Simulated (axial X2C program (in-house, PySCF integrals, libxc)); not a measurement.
**Which molecule has these constants?**

Computed with an in-house relativistic program for diatomic molecules, spin-free (one-electron X2C) or two-component (2c: spin–orbit coupling with atomic mean-field Coulomb and Gaunt terms, which also bring small scalar terms), in Dyall basis sets with cores contracted in-house; open shells are unrestricted.

A two-component CCSD(T) calculation in a Dyall 3-zeta basis gave Re = 2.906 Å, ωe = 166.2 cm⁻¹, De = 0.76 eV, Ω = 0.

Task: Which molecule is it?
A. MgI⁻
B. SrI⁻
C. BeI⁻

Result: A. The others have SrI⁻ 3.226 Å and 120.6 cm⁻¹ (Ω = 0); BeI⁻ 2.476 Å and 297.2 cm⁻¹ (Ω = 0).

Frozen shells (counts by l): MgI⁻ I 4s3p2d, Mg 2s1p, 10 electrons correlated; SrI⁻ I 4s3p2d, Sr 4s3p1d, 10 electrons correlated; BeI⁻ I 4s3p2d, Be 1s, 10 electrons correlated. Coupled cluster in natural virtuals with an MP2 remainder. Where the outer core of a metal is frozen, bonds come out longer and ionisation energies lower.

Each entry is the lowest single determinant of a limited PBE0 search at one distance. De goes to single-determinant-based atoms at the same level (for ions the charge split of lowest energy) and is withheld (n/a) where an atom does not fit its ground term or J level. Main or longest-lived isotopes.
